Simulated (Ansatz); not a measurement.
InH2(vinyl) (C2H5In): single points at one geometry.

```yaml
crystal:
  periodic: [false, false, false]
  atoms:
    - {symbol: In, position_ang: [0.900159, 1.271381, -0.391970]}
    - {symbol: H, position_ang: [2.176914, 1.659696, -1.503088]}
    - {symbol: H, position_ang: [0.232641, 2.447643, 0.703534]}
    - {symbol: C, position_ang: [0.034368, -0.696472, -0.297441]}
    - {symbol: C, position_ang: [-0.955411, -0.978676, 0.563529]}
    - {symbol: H, position_ang: [0.388096, -1.499412, -0.954389]}
    - {symbol: H, position_ang: [-1.364116, -0.230378, 1.251083]}
    - {symbol: H, position_ang: [-1.412651, -1.973792, 0.628742]}
basis:
  gaussian: {orbitals: def2-TZVP, initial_orbitals: start.molden}
hamiltonian: {xc: hse06, dispersion: d4}
scf: {omitted_lower_state_checks: [starts]}
output: {orbitals: {seedname: orbitals}}
```

The file start.molden holds the orbitals of an earlier run on this structure, at another level or in another basis.

```sh
$ ansatz run in.yaml --threads 4 --pin off --events-out ev --progress --plain --max-ram 3916MiB
```

Shortened log:

```
Functional definition: HSE06
1061 factors; their error is unknown
81 factors; integrals over basis functions are off by at most 6.7e-7 eV
mean field evaluation 1: about -7325.4568 eV, gradient 4.2e-1 eV
mean field evaluation 2: about -7325.4571 eV, gradient 3.0e-4 eV
mean field evaluation 4: about -7325.4932 eV, gradient 1.8e-4 eV
mean field -7325.49319857 eV, -269.2069096497 hartree, gradient 1.7e-5 eV, S^2 0.000000; 0 other end points of the search recorded, 0 dependent functions left out
reference -7325.49325431 eV, -269.2069116982 hartree; 19, 19 occupied and 123, 123 virtual orbitals, 1061 factors
Total energy: -7325.59789927 eV, -269.2107573295 hartree
Checks for a lower state left out: starts
```

It took 1 s on 4 threads of Arm Neoverse V2 on a shared host.

First input, but with `gaussian: {orbitals: def2-TZVPP, initial_orbitals: start.molden}`, `correlation: {method: ccsd_t}` and without the key `hamiltonian` (abridged; 25 s):

```
Functional definition: HF
mean field -7287.86257506 eV, -267.8240097430 hartree, gradient 1.1e-6 eV, S^2 0.000000
6 core orbitals not correlated: weight in the atoms' cores, before any rotation towards them, 1.000 or more for the frozen orbitals, at most 0.000 for the correlated occupied ones
second order -16.91593197 eV of doubles, -0.00000000 eV of singles
cycle   1  -17.00667989 eV  change   -9.1e-2 eV  update   9.9e-2
cycle   2  -17.50120205 eV  change   -4.9e-1 eV  update   3.1e-2
cycle   3  -17.58050732 eV  change   -7.9e-2 eV  update   1.4e-2
cycle   4  -17.57520436 eV  change    5.3e-3 eV  update   3.7e-3
cycle   5  -17.57556683 eV  change   -3.6e-4 eV  update   1.3e-3
cycle   6  -17.57578766 eV  change   -2.2e-4 eV  update   4.7e-4
cycle   7  -17.57572576 eV  change    6.2e-5 eV  update   1.6e-4
cycle   8  -17.57577595 eV  change   -5.0e-5 eV  update   6.8e-5
cycle   9  -17.57579117 eV  change   -1.5e-5 eV  update   1.8e-5
perturbative correction -0.67125849 eV, -0.0246682945 hartree
Total energy: -7306.10962472 eV, -268.4945764495 hartree
Checks for a lower state left out: starts
```

As the first input, with `hamiltonian: {xc: {name: B2PLYP}}` and without the key `output` (abridged; 1.5 s):

```
Functional definition: B2PLYP
mean field -7314.99544209 eV, -268.8211242147 hartree, gradient 6.7e-6 eV, S^2 0.000000
6 core orbitals not correlated: weight in the atoms' cores, before any rotation towards them, 1.000 or more for the frozen orbitals, at most 0.000 for the correlated occupied ones
second order -20.08669369 eV of doubles, -0.00000000 eV of singles
Total energy: -7320.41903172 eV, -269.0204374575 hartree
Checks for a lower state left out: starts
```

First input, but with `hamiltonian: {xc: r2scan, dispersion: d4}` (abridged; 1.6 s):

```
Functional definition: r2SCAN
mean field -7328.95445175 eV, -269.3341083580 hartree, gradient 1.5e-5 eV, S^2 0.000000
Total energy: -7328.98512874 eV, -269.3352357166 hartree
Checks for a lower state left out: starts
```

First input, but with `hamiltonian: {xc: {name: BLYP}, dispersion: d4}` (abridged; 0.9 s):

```
Functional definition: BLYP
mean field -7326.13384396 eV, -269.2304529337 hartree, gradient 1.8e-5 eV, S^2 0.000000
Total energy: -7326.42388398 eV, -269.2411117079 hartree
Checks for a lower state left out: starts
```

First input, but with `hamiltonian: {xc: pbe, dispersion: d4}` (abridged; 0.75 s):

```
Functional definition: PBE
mean field -7325.36773417 eV, -269.2022989180 hartree, gradient 2.6e-5 eV, S^2 0.000000
Total energy: -7325.50008284 eV, -269.2071626419 hartree
Checks for a lower state left out: starts
```

First input, but with `hamiltonian: {xc: {name: wB97M-V}}` (abridged; 3.2 s):

```
Functional definition: wB97M-V
mean field -7325.72177073 eV, -269.2153095218 hartree, gradient 1.0e-5 eV, S^2 0.000000
Total energy: -7325.72183721 eV, -269.2153119647 hartree
Checks for a lower state left out: starts
```

Geometry: PBE-D4/def2-TZVP.

In the def2 sets In takes a core potential; there is no spin–orbit coupling. HSE06 is defined as in plane-wave codes, on full-range PBE exchange. Correlated methods freeze 6 core orbitals; core or outer-core shells of In are correlated, in sets that lack core-valence functions.
